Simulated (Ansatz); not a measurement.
Cartesian coordinates in Å:
```
Ge 0.700 0.900 -1.160
N -0.535 -0.262 -0.453
Ge -0.483 -0.891 1.272
H 0.516 2.354 -0.667
H 0.560 0.873 -2.691
H 2.081 0.391 -0.718
H -1.470 -0.132 -0.813
H -0.934 0.159 2.314
H 0.977 -1.279 1.551
H -1.411 -2.113 1.364
```

The species carries charge 0 and has multiplicity 1.

Q: List the PBE0/def2-TZVPP orbital energies in eV (Ansatz). (Estimate.)

A: Computed: Occupied: -10859.97, -10859.97, -1358.21, -1358.21, -1208.02, -1208.02, -1208.02, -1208.02, -1208.01, -1208.01, -390.93, -170.96, -170.96, -120.77, -120.77, -120.75, -120.75, -120.74, -120.74, -33.69, -33.63, -33.60, -33.60, -33.59, -33.58, -33.53, -33.52, -33.52, -33.51, -23.01, -15.73, -15.17, -12.08, -10.25, -10.18, -9.56, -9.41, -9.23, -7.10. Lowest empty: 0.04, 0.95, 1.41, 1.59, 1.82, 2.03, 2.13, 2.57.
